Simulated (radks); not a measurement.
Results of a calculation; reference values are marked as such.
All-electron atom: Pb8+ in [Xe] 4f14 5d6 (the NIST ground configuration).

Level of theory: Dirac Kohn-Sham, PBEsol, spin-unpolarised, spherical densities, point nucleus; open shells are shared between the two j in proportion to 2j + 1 (a radial shooting solver on a logarithmic mesh with Libxc functionals).

Energy parts (eV):
part                       energy
total                  -568863.95
kinetic                 662451.32
electron-nucleus      -1431280.30
Hartree                 210311.68
exchange-correlation    -10346.65

Orbitals (lengths in bohr, moments of r in powers of bohr; r(90%) holds 90 % of the orbital's charge):
| orbital | occ. | eigenvalue (eV) | r(90%) |
|---|---|---|---|
| 1s1/2 | 2 | -88075.62 | 0.0294 |
| 2s1/2 | 2 | -15841.55 | 0.105 |
| 2p1/2 | 2 | -15217.38 | 0.0918 |
| 2p3/2 | 4 | -13028.55 | 0.104 |
| 3s1/2 | 2 | -3895.363 | 0.256 |
| 3p1/2 | 2 | -3614.001 | 0.248 |
| 3p3/2 | 4 | -3125.581 | 0.270 |
| 3d3/2 | 4 | -2663.591 | 0.244 |
| 3d5/2 | 6 | -2559.630 | 0.251 |
| 4s1/2 | 2 | -975.8068 | 0.551 |
| 4p1/2 | 2 | -854.0984 | 0.559 |
| 4p3/2 | 4 | -734.3255 | 0.608 |
| 4d3/2 | 4 | -536.1932 | 0.632 |
| 4d5/2 | 6 | -513.8187 | 0.648 |
| 4f5/2 | 6 | -257.0802 | 0.711 |
| 4f7/2 | 8 | -252.0124 | 0.721 |
| 5s1/2 | 2 | -262.0835 | 1.19 |
| 5p1/2 | 2 | -219.5864 | 1.27 |
| 5p3/2 | 4 | -195.5769 | 1.38 |
| 5d3/2 | 2.4 | -133.7621 | 1.64 |
| 5d5/2 | 3.6 | -130.3302 | 1.67 |

The highest occupied level is 5d5/2 at -130.33 eV. Summed over all electrons, <r^2> = 24.05 bohr^2, which gives a Langevin (diamagnetic) susceptibility term of -19.1 x 10^-6 cm^3/mol. The density falls to 0.001 e/bohr^3 at r = 2.55 bohr.
